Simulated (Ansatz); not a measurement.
Basis sets compared for [Se3]2- (Se₃²⁻). The state is a singlet with charge -2. Geometry r2SCAN-D4/def2-TZVPD. Ansatz on 4 threads of Arm Neoverse V1 on a shared host; times are rough, and most runs start from earlier orbitals.

Cartesian coordinates in Å:
```
Se 0.8711 1.6131 0.9238
Se -0.8236 0.0577 0.2680
Se -0.0476 -1.6708 -1.1918
```

A multiply charged anion in the gas phase is held together partly by the finite basis. At PBE-D4/def2-SVPD, PBE-D4/def2-TZVPD, PBE0-D4/def2-SVPD, PBE0-D4/def2-TZVPD the highest occupied level of the charge -2 singlet lies above zero (up to 4.64 eV). The electron is either unbound and held by the finite basis, or the level is raised by self-interaction error.

```tsv
level	functions	energy (Eh)	HOMO (eV)	LUMO (eV)	wall time
PBE-D4/def2-SVPD	123	-7202.7466	4.64	5.51	1 s
PBE0-D4/def2-SVPD	123	-7202.9646	3.77	6.08	1.9 s
```

Task: Estimate the rows for PBE-D4/def2-TZVPD, PBE0-D4/def2-TZVPD.

Result: 
```csv
level,functions,energy (Eh),HOMO (eV),LUMO (eV),wall time
PBE-D4/def2-TZVPD,171,-7203.6229,4.52,5.26,1.7 s
PBE0-D4/def2-TZVPD,171,-7203.8412,3.71,5.71,3.6 s
```
